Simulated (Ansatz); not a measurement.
Relaxation of C2H6FGeN (11 atoms, charge 0, multiplicity 1), to a largest force component of 0.015 eV/Å in at most 40 steps.

These are results of RKS PBE/def2-SVP in Ansatz 0.2.0, not measurements.

```xyz
11
Properties=species:S:1:pos:R:3
N -1.198 0.895 0.131
C 0.127 0.489 -0.030
F 1.089 1.440 0.144
C 0.425 -0.472 -1.099
Ge 0.486 -1.304 0.695
H -1.679 0.328 0.889
H -1.743 0.582 -0.759
H -0.516 -0.779 -1.663
H 1.334 -0.377 -1.571
H 1.857 -1.238 1.457
H -0.834 -1.793 1.403
```

**Question.** Where does it end, and by what steps?

**Answer.** The run converged. After 25 steps the energy has fallen by 0.945 eV; H6 moved furthest, 0.83 Å.

```
step  energy less start (eV)  largest force component (eV/Å)  accepted
   0                  0.0000                           3.714       yes
   1                 -0.5438                           1.052       yes
   2                 -0.6897                           0.550       yes
   3                 -0.7325                           0.480       yes
   4                 -0.7609                           0.358       yes
   5                 -0.7834                           0.315       yes
   6                 -0.7782                           0.408        no
   7                 -0.7909                           0.132       yes
   8                 -0.7960                           0.100       yes
   9                 -0.7960                           0.141        no
  10                 -0.7976                           0.026       yes
  11                 -0.7985                           0.055       yes
  12                 -0.7992                           0.117       yes
  13                 -0.8013                           0.280       yes
  14                 -0.6516                           3.036        no
  15                 -0.8199                           0.485       yes
  16                 -0.8406                           1.174       yes
  17                 -0.9134                           0.238       yes
  18                 -0.8232                           1.268        no
  19                 -0.9385                           0.125       yes
  20                 -0.9417                           0.084       yes
  21                 -0.9440                           0.051       yes
  22                 -0.9108                           0.837        no
  23                 -0.9445                           0.020       yes
  24                 -0.9446                           0.015       yes
  25                 -0.9446                           0.008       yes
```

```xyz
11
Properties=species:S:1:pos:R:3
N -1.447 0.653 0.030
C -0.072 0.378 0.015
F 0.776 1.496 0.123
C 0.412 -0.628 -1.012
Ge 0.568 -1.296 0.856
H -1.738 1.155 0.875
H -1.744 1.185 -0.802
H -0.345 -1.060 -1.687
H 1.368 -0.370 -1.496
H 2.010 -1.376 1.386
H -0.440 -2.365 1.308
```

Whether the end is a true minimum wasn't checked by a vibrational analysis.

The run took 35 s on 2 threads of Intel(R) Xeon(R) 6975P-C (Granite Rapids), with other jobs on the host, peak memory 0.18 GiB.
